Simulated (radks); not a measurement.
Spherical quantum dot in the effective-mass picture: electrons in a well V = -V0 / (1 + exp((r - R)/a)) with V0 = 38.2, R = 1.56, a = 0.16, all in effective atomic units (hartree* = m*/eps^2 hartree, bohr* = eps/m* bohr), one dielectric constant everywhere. Calculated with a radial shooting solver with Libxc functionals: non-relativistic Kohn-Sham, LDA (Slater exchange, Perdew-Wang correlation), spin-polarised, spherical densities. Levels are named by radial order and angular momentum (1s, 1p, 1d, 2s, ...), and open shells are averaged over m. Each electron was tried in the lowest free levels, single moves between levels near the top were tried too, and the lowest total energy was kept; such a search can miss a lower state. The series stops at N = 28: beyond it a trial failed or the search could not be trusted, so later rows were left out. At N = 1 the Hartree and exchange-correlation terms need not cancel, so that row can carry a self-interaction error.

| N | open shells | 2S | mu = E(N) - E(N-1) (hartree*) | addition energy mu(N+1) - mu(N) (hartree*) | rms radius (bohr*) |
|---|---|---|---|---|---|
| 1 | 1s(up 1, down 0) | 1 | -35.416 | 1.178 | 0.7599 |
| 2 | none | 0 | -34.238 | 3.309 | 0.7778 |
| 3 | 1p(up 1, down 0) | 1 | -30.929 | 0.8754 | 0.8338 |
| 4 | 1p(up 2, down 0) | 2 | -30.054 | 0.8985 | 0.8639 |
| 5 | 1p(up 3, down 0) | 3 | -29.155 | 1.165 | 0.8843 |
| 6 | 1p(up 3, down 1) | 2 | -27.990 | 0.8542 | 0.9005 |
| 7 | 1p(up 3, down 2) | 1 | -27.136 | 0.8734 | 0.9135 |
| 8 | none | 0 | -26.262 | 3.551 | 0.9247 |
| 9 | 1d(up 1, down 0) | 1 | -22.712 | 0.8156 | 0.9431 |
| 10 | 1d(up 2, down 0) | 2 | -21.896 | 0.8194 | 0.9583 |
| 11 | 1d(up 3, down 0) | 3 | -21.077 | 0.8209 | 0.9713 |
| 12 | 1d(up 4, down 0) | 4 | -20.256 | 0.8212 | 0.9826 |
| 13 | 1d(up 5, down 0) | 5 | -19.435 | 1.052 | 0.9927 |
| 14 | 1d(up 5, down 1) | 4 | -18.383 | 0.7962 | 1.002 |
| 15 | 1d(up 5, down 2) | 3 | -17.587 | 0.7997 | 1.010 |
| 16 | 1d(up 5, down 3) | 2 | -16.787 | 0.8014 | 1.018 |
| 17 | 1d(up 5, down 4) | 1 | -15.985 | 0.8018 | 1.025 |
| 18 | none | 0 | -15.184 | 2.711 | 1.032 |
| 19 | 2s(up 1, down 0) | 1 | -12.473 | 1.063 | 1.034 |
| 20 | none | 0 | -11.410 | 1.591 | 1.035 |
| 21 | 1f(up 1, down 0) | 1 | -9.8183 | 0.7585 | 1.044 |
| 22 | 1f(up 2, down 0) | 2 | -9.0599 | 0.7584 | 1.052 |
| 23 | 1f(up 3, down 0) | 3 | -8.3015 | 0.7580 | 1.059 |
| 24 | 1f(up 4, down 0) | 4 | -7.5435 | 0.7573 | 1.066 |
| 25 | 1f(up 5, down 0) | 5 | -6.7862 | 0.7564 | 1.073 |
| 26 | 1f(up 6, down 0) | 6 | -6.0297 | 0.7554 | 1.080 |
| 27 | 1f(up 7, down 0) | 7 | -5.2743 | 0.9532 | 1.086 |
| 28 | 1f(up 7, down 1) | 6 | -4.3211 | - | 1.091 |

All shells are closed at N = 2, 8, 18, 20 (there: 1s2 1p6 1d10 2s2); the second difference of the energy has clear peaks (12 % above both neighbours; the first and last values, which can be the largest, are not judged, and half-filled shells can peak too) at N = 2, 5, 8, 13, 18, 20.
